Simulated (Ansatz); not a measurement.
Ansatz (a quantum-chemistry and plane-wave program) input:

Ansatz 0.2 input:
```yaml
crystal:
  periodic: [false, false, false]
  atoms:
    - {symbol: Al, position_ang: [0.03958841, 0.04681666, 1.24054005]}
    - {symbol: Al, position_ang: [-0.03958841, -0.04681666, -1.24054005]}
    - {symbol: H, position_ang: [1.32878707, -0.34647556, 2.14043714]}
    - {symbol: H, position_ang: [-1.19064031, 0.50984583, 2.18852106]}
    - {symbol: H, position_ang: [1.19064031, -0.50984583, -2.18852106]}
    - {symbol: H, position_ang: [-1.32878707, 0.34647556, -2.14043714]}
basis:
  gaussian:
    orbitals: def2-TZVP
hamiltonian:
  xc: {name: PBE0}
total_charge: -1
magnetization: {spin_polarized: true, initial_magnetization: 1}
```

### Question
Which total energy does the run end on?

### Answer
-487.03775 Eh (PBE0/def2-TZVP). The basis has 98 functions.

It need not be the lowest isomer of its formula.
